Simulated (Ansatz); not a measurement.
Reaction R1 → P1 + P2, each structure at its B3LYP-D3(BJ)/def2-TZVP stationary point, reached from a drawn start (curvature not checked).
R1: Cl2OTi (SMILES [O]=[Ti]([Cl])[Cl]), charge 0, multiplicity 1.
P1, ClOTi (SMILES [O]=[Ti][Cl]) (charge 0, multiplicity 2):
```json
[
 {"atom": "Ti", "x (Å)": "0.1967", "y (Å)": "0.0041", "z (Å)": "-0.5572"},
 {"atom": "O", "x (Å)": "1.6719", "y (Å)": "-0.0058", "z (Å)": "0.1116"},
 {"atom": "Cl", "x (Å)": "-1.8686", "y (Å)": "0.0017", "z (Å)": "0.4455"}
]
```
P2: Cl atom, charge 0, multiplicity 2.

P less R. No zero-point or thermal terms; singlets are restricted closed shells; open shells are unrestricted; no spin–orbit coupling. The spin states of the d-block species are the ones drawn and need not be the lowest.

Frozen-core correlation throughout.

The values were computed with Ansatz (a program for electronic structure) with Gaussian orbitals. No computed number here is a measurement.

Problem. Give the reaction energy at the level revPBE/def2-TZVPP.

Solution. 448 kJ/mol

Problem. Estimate the reaction energy that SCS-MP2/def2-QZVPP returns for this input.

Solution. 475 kJ/mol

Problem. What reaction energy does B2PLYP/def2-TZVPP give?

Solution. 445 kJ/mol
